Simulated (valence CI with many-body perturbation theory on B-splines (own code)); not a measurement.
**Se2+: calculated level list**

Level of theory: valence CI with perturbative core correlation (CI+MBPT): four valence electrons over a frozen Dirac-Fock core [Ar] 3d10, a basis of 11 s, 11 p, 9 d, 7 f, 5 g, 2 h, 1 i functions for each j, with the one-electron correlation potential Σ1 (screened to all orders), the two-electron term Σ2, the three-electron term Σ3, Breit, model QED; selected single and double excitations, second order for the rest, scaled by the run's own slope (own B-spline code, finite nucleus).

Set against measurement, 29 paired levels are off by 223 cm⁻¹ on average, the worst by 778. These come from a selection out of Moore, Atomic Energy Levels, vol. II, NSRDS-NBS 35 (1971 reprint of NBS Circular 467, 1952), an old analysis. Levels without a partner in it may be off by more. Among the levels kept, up to 460 cm⁻¹ of a level comes from second order outside the variational space, and about a tenth of that is noise between levels of different J, which matters for small intervals.

Levels 1 to 45 of 87, with energies above the lowest level, 4s²4p² ³P_0. "Leading %" is the weight of the configuration and term that name the level; weights of strongly mixed levels are sums over their largest components and can fall short. In the jj column 3d3/2^4 stands for four electrons in 3d with j = 3/2.

```
No.  Configuration  Term  J  E (cm⁻¹)  Leading %  Second component               Leading jj      g
  1         4s²4p²    ³P  0       0.0         94                        4s^2 4p1/2^2 (75 %)       
  2         4s²4p²    ³P  1      1737         96                    4s^2 4p1/2 4p3/2 (96 %)  1.501
  3         4s²4p²    ³P  2      3926         92                    4s^2 4p1/2 4p3/2 (51 %)  1.481
  4         4s²4p²    ¹D  2     13012         92                        4s^2 4p3/2^2 (51 %)  1.020
  5         4s²4p²    ¹S  0     28095         93                        4s^2 4p3/2^2 (74 %)       
  6          4s4p³   ⁵S°  2     68276         98                    4s 4p1/2 4p3/2^2 (54 %)  2.000
  7          4s4p³   ³D°  1     92338         82  13 % 4s²4p4d ³D°  4s 4p1/2 4p3/2^2 (36 %)  0.514
  8          4s4p³   ³D°  2     92453         81  12 % 4s²4p4d ³D°  4s 4p1/2 4p3/2^2 (55 %)  1.175
  9          4s4p³   ³D°  3     93015         83  12 % 4s²4p4d ³D°  4s 4p1/2 4p3/2^2 (83 %)  1.334
 10          4s4p³   ³P°  0    106198         82  14 % 4s²4p4d ³P°  4s 4p1/2 4p3/2^2 (82 %)       
 11          4s4p³   ³P°  2    106227         73  14 % 4s²4p4d ³P°        4s 4p3/2^3 (40 %)  1.464
 12          4s4p³   ³P°  1    106309         80  14 % 4s²4p4d ³P°  4s 4p1/2 4p3/2^2 (55 %)  1.488
 13        4s²4p4d   ¹D°  2    112229         54    33 % 4s4p³ ¹D°  4s^2 4p3/2 4d5/2 (30 %)  1.028
 14        4s²4p4d   ³F°  2    123706         93                    4s^2 4p1/2 4d3/2 (68 %)  0.671
 15        4s²4p4d   ³F°  3    124964         94                    4s^2 4p1/2 4d5/2 (50 %)  1.084
 16        4s²4p5s   ³P°  0    126198         94                       4s^2 4p1/2 5s (94 %)       
 17        4s²4p5s   ³P°  1    126701         78  15 % 4s²4p5s ¹P°     4s^2 4p1/2 5s (90 %)  1.415
 18        4s²4p4d   ³F°  4    127057         94                    4s^2 4p3/2 4d5/2 (94 %)  1.250
 19        4s²4p5s   ³P°  2    130302         93                       4s^2 4p3/2 5s (93 %)  1.501
 20        4s²4p5s   ¹P°  1    131561         67  16 % 4s²4p5s ³P°     4s^2 4p3/2 5s (80 %)  1.084
 21          4s4p³   ³S°  1    136923         42    31 % 4s4p³ ¹P°  4s 4p1/2 4p3/2^2 (39 %)  1.449
 22        4s²4p4d   ³D°  1    139116         26    22 % 4s4p³ ³S°  4s^2 4p1/2 4d3/2 (52 %)  1.200
 23        4s²4p4d   ³P°  2    139256         46  32 % 4s²4p4d ³D°  4s^2 4p1/2 4d5/2 (68 %)  1.362
 24        4s²4p4d   ³D°  1    140563         36    26 % 4s4p³ ³S°  4s 4p1/2 4p3/2^2 (29 %)  1.077
 25        4s²4p4d   ³D°  3    141891         79    11 % 4s4p³ ³D°  4s^2 4p3/2 4d5/2 (47 %)  1.324
 26        4s²4p4d   ³P°  0    142109         80    14 % 4s4p³ ³P°  4s^2 4p3/2 4d3/2 (80 %)       
 27        4s²4p4d   ³D°  2    142556         50  29 % 4s²4p4d ³P°  4s^2 4p3/2 4d3/2 (52 %)  1.288
 28        4s²4p4d   ³P°  1    142583         57  18 % 4s²4p4d ³D°  4s^2 4p3/2 4d3/2 (63 %)  1.275
 29          4s4p³   ¹D°  2    147794         53  36 % 4s²4p4d ¹D°  4s 4p1/2 4p3/2^2 (41 %)  1.017
 30        4s²4p4d   ¹F°  3    148583         89                    4s^2 4p3/2 4d5/2 (36 %)  1.009
 31        4s²4p5p    ¹P  1    150569         51   41 % 4s²4p5p ³D  4s^2 4p1/2 5p1/2 (83 %)  0.804
 32        4s²4p5p    ³D  1    153020         44   27 % 4s²4p5p ¹P  4s^2 4p1/2 5p3/2 (64 %)  0.916
 33        4s²4p5p    ³D  2    153332         82    7 % 4s²4p5p ³P  4s^2 4p1/2 5p3/2 (77 %)  1.184
 34        4s²4p5p    ³P  0    154605         90                    4s^2 4p1/2 5p1/2 (79 %)       
 35        4s²4p5p    ³P  1    156174         64   14 % 4s²4p5p ¹P  4s^2 4p3/2 5p1/2 (42 %)  1.364
 36        4s²4p5p    ³D  3    156493         94                    4s^2 4p3/2 5p3/2 (94 %)  1.334
 37        4s²4p5p    ³P  2    157688         78   10 % 4s²4p5p ³D  4s^2 4p3/2 5p1/2 (51 %)  1.438
 38        4s²4p4d   ¹P°  1    157790         48    38 % 4s4p³ ¹P°  4s^2 4p3/2 4d5/2 (34 %)  1.000
 39        4s²4p5p    ³S  1    159119         81   12 % 4s²4p5p ³P  4s^2 4p3/2 5p1/2 (47 %)  1.918
 40        4s²4p5p    ¹D  2    160985         84    8 % 4s²4p5p ³P  4s^2 4p3/2 5p3/2 (58 %)  1.047
 41        4s²4p5p    ¹S  0    166378         89                    4s^2 4p3/2 5p3/2 (78 %)       
 42        4s²4p6s   ³P°  0    186683         94                       4s^2 4p1/2 6s (94 %)       
 43        4s²4p6s   ³P°  1    186935         70  24 % 4s²4p6s ¹P°     4s^2 4p1/2 6s (93 %)  1.373
 44        4s²4p5d   ³F°  2    188127         76  15 % 4s²4p5d ¹D°  4s^2 4p1/2 5d3/2 (92 %)  0.736
 45        4s²4p5d   ³F°  3    189353         73  14 % 4s²4p5d ³D°  4s^2 4p1/2 5d5/2 (80 %)  1.114
```

Names give the largest LS component (configuration and term), which can be under half, so a name can repeat, a term be missing and a line seem to break the LS rules; names also repeat where a configuration has a term twice.

The ionisation energy to 4s²4p ²P°1/2 of the next ion comes out as 31.665 eV (NIST: 31.697 ± 0.019 eV (measured)). All 87 levels together are meant to be complete up to 202452 cm⁻¹.
